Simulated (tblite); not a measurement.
Compound: C5H8N2S2Si.
Atom-mapped SMILES: `[CH2:1]=[CH:2][S:3][c:4]1[cH:5][c:6]([S:7][SiH3:8])[n:9][nH:10]1` (hydrogens: H11, H12 on C1; H13 on C2; H14 on C5; H15, H16, H17 on Si8; H18 on N10)

Computed with GFN2-xTB (tblite), gas phase: L-BFGS steps from a force-field or distance-geometry start until the largest atomic force falls under 0.01 eV/Å.

Step 29: E = -784.4850 eV
```
atom  x, y, z in Å  |  force x, y, z in eV/Å
C1      4.3343   -0.6852    0.4521   -0.061   0.060  -0.033
C2      3.1340   -0.4691   -0.0543   -0.081  -0.093   0.019
S3      2.4327    1.1227   -0.3728   -0.046  -0.102   0.099
C4      0.7417    0.6372   -0.5160   -0.080   0.118  -0.006
C5      0.0144    0.1241   -1.5684    0.047   0.019  -0.051
C6     -1.3122    0.0760   -1.0926    0.059   0.012  -0.002
S7     -2.7556   -0.3767   -1.9511    0.145   0.055   0.073
Si8    -4.2089   -0.0300   -0.3754    0.209  -0.030  -0.063
N9     -1.3755    0.5129    0.1576   -0.119  -0.010  -0.031
N10    -0.1318    0.8570    0.4928   -0.073  -0.058   0.066
H11     4.6956   -1.6921    0.5911    0.004   0.133   0.018
H12     4.9776    0.1310    0.7296    0.078  -0.046  -0.018
H13     2.4578   -1.2636   -0.3203   -0.018  -0.111  -0.052
H14     0.3933   -0.1703   -2.5236   -0.097   0.008  -0.055
H15    -3.9908    1.2414    0.2862    0.013   0.089  -0.108
H16    -4.0421   -1.1373    0.5482   -0.030  -0.083   0.062
H17    -5.4241   -0.0858   -1.1749   -0.053  -0.024   0.054
H18     0.0509    1.2141    1.4156    0.103   0.062   0.028
```

Step 30: E = -784.4923 eV
```
atom  x, y, z in Å  |  force x, y, z in eV/Å
C1      4.3298   -0.6863    0.4449   -0.022   0.050   0.012
C2      3.1285   -0.4651   -0.0551   -0.078  -0.156   0.054
S3      2.4277    1.1231   -0.3579   -0.168   0.023   0.057
C4      0.7316    0.6421   -0.5130    0.017   0.079  -0.006
C5      0.0147    0.1249   -1.5722    0.087   0.069   0.043
C6     -1.3134    0.0714   -1.0992    0.077   0.004  -0.026
S7     -2.7506   -0.3864   -1.9598    0.077   0.045   0.063
Si8    -4.1922   -0.0300   -0.3734    0.213  -0.045  -0.037
N9     -1.3862    0.5050    0.1520   -0.082  -0.027  -0.060
N10    -0.1452    0.8521    0.4954   -0.028  -0.044   0.007
H11     4.6879   -1.6919    0.5917    0.003   0.079  -0.011
H12     4.9794    0.1233    0.7219    0.091   0.011  -0.017
H13     2.4482   -1.2561   -0.3147   -0.047  -0.164  -0.070
H14     0.4079   -0.1644   -2.5253   -0.154   0.022   0.003
H15    -3.9700    1.2505    0.2683    0.017   0.083  -0.093
H16    -4.0219   -1.1363    0.5533   -0.024  -0.043   0.043
H17    -5.4203   -0.0823   -1.1512   -0.064  -0.039   0.022
H18     0.0354    1.2125    1.4178    0.085   0.053   0.015
```

Step 31: E = -784.4996 eV
```
atom  x, y, z in Å  |  force x, y, z in eV/Å
C1      4.3250   -0.6863    0.4381    0.010   0.033   0.052
C2      3.1214   -0.4639   -0.0547   -0.078  -0.167   0.075
S3      2.4201    1.1235   -0.3404   -0.224   0.109   0.023
C4      0.7216    0.6481   -0.5106    0.099   0.027   0.013
C5      0.0157    0.1264   -1.5756    0.098   0.107   0.107
C6     -1.3132    0.0676   -1.1055    0.074   0.000  -0.042
S7     -2.7443   -0.3932   -1.9672    0.006   0.012   0.009
Si8    -4.1721   -0.0311   -0.3715    0.138  -0.038   0.002
N9     -1.3971    0.4974    0.1461   -0.013  -0.034  -0.052
N10    -0.1581    0.8461    0.4984    0.019  -0.008  -0.027
H11     4.6818   -1.6896    0.5922    0.005   0.012  -0.039
H12     4.9821    0.1166    0.7145    0.071   0.061  -0.025
H13     2.4374   -1.2521   -0.3109   -0.049  -0.190  -0.070
H14     0.4166   -0.1595   -2.5280   -0.180   0.039   0.049
H15    -3.9511    1.2609    0.2494    0.021   0.053  -0.084
H16    -4.0047   -1.1372    0.5597   -0.010   0.008   0.012
H17    -5.4149   -0.0797   -1.1295   -0.029  -0.054   0.017
H18     0.0250    1.2123    1.4191    0.041   0.031  -0.020
```

Step 32: E = -784.5066 eV
```
atom  x, y, z in Å  |  force x, y, z in eV/Å
C1      4.3198   -0.6855    0.4322    0.009   0.016   0.070
C2      3.1123   -0.4650   -0.0523   -0.072  -0.114   0.083
S3      2.4086    1.1262   -0.3206   -0.172   0.111   0.009
C4      0.7129    0.6539   -0.5080    0.122  -0.021   0.042
C5      0.0179    0.1291   -1.5780    0.072   0.115   0.123
C6     -1.3118    0.0636   -1.1128    0.053   0.003  -0.033
S7     -2.7381   -0.3986   -1.9748   -0.040  -0.028  -0.058
Si8    -4.1491   -0.0326   -0.3687    0.018  -0.007   0.036
N9     -1.4076    0.4891    0.1392    0.067  -0.032  -0.022
N10    -0.1705    0.8393    0.5008    0.050   0.030  -0.050
H11     4.6765   -1.6872    0.5912    0.006  -0.039  -0.063
H12     4.9855    0.1113    0.7072    0.020   0.087  -0.039
H13     2.4244   -1.2508   -0.3083   -0.018  -0.176  -0.051
H14     0.4203   -0.1550   -2.5305   -0.167   0.052   0.067
H15    -3.9317    1.2724    0.2296    0.024   0.011  -0.078
H16    -3.9879   -1.1383    0.5674    0.010   0.055  -0.017
H17    -5.4069   -0.0780   -1.1089    0.030  -0.068   0.029
H18     0.0166    1.2123    1.4190   -0.012   0.007  -0.047
```

**Question.** Estimate the geometry and energy of step 33. (The exact step hangs on the optimiser's Hessian estimate; all steps are aligned on step 32, rigid shifts and turns removed.)

**Answer.** E = -784.5120 eV, largest force 0.146 eV/Å
```
atom  x, y, z in Å  |  force x, y, z in eV/Å
C1      4.3153   -0.6845    0.4288   -0.011   0.001   0.066
C2      3.1036   -0.4676   -0.0486   -0.059  -0.031   0.076
S3      2.3967    1.1301   -0.3041   -0.035   0.044   0.017
C4      0.7082    0.6577   -0.5050    0.089  -0.044   0.057
C5      0.0207    0.1328   -1.5782    0.023   0.086   0.075
C6     -1.3099    0.0607   -1.1191    0.018   0.004  -0.021
S7     -2.7340   -0.4031   -1.9813   -0.041  -0.048  -0.089
Si8    -4.1305   -0.0339   -0.3657   -0.074   0.026   0.043
N9     -1.4141    0.4821    0.1333    0.102  -0.023   0.017
N10    -0.1790    0.8343    0.5017    0.047   0.055  -0.032
H11     4.6727   -1.6859    0.5892    0.004  -0.054  -0.078
H12     4.9885    0.1088    0.7006   -0.046   0.081  -0.051
H13     2.4136   -1.2529   -0.3073    0.029  -0.127  -0.019
H14     0.4198   -0.1505   -2.5315   -0.125   0.056   0.050
H15    -3.9160    1.2818    0.2123    0.026  -0.019  -0.070
H16    -3.9745   -1.1386    0.5733    0.029   0.078  -0.027
H17    -5.3995   -0.0779   -1.0925    0.072  -0.078   0.038
H18     0.0097    1.2126    1.4178   -0.047  -0.007  -0.051
```

The energy changes by -0.0054 eV. The first-order estimate −F·Δx gives -0.0077 eV and the mean of the old and new forces, exact on a quadratic surface, -0.0054 eV. The step makes an angle of 73° with the force vector and moves no atom by more than 0.025 Å.

What follows is the cost of the whole relaxation. The run took 6.1 s on an Intel Xeon at 2.50 GHz with one thread, shared host with 64 logical CPUs at a one-minute load of 63.
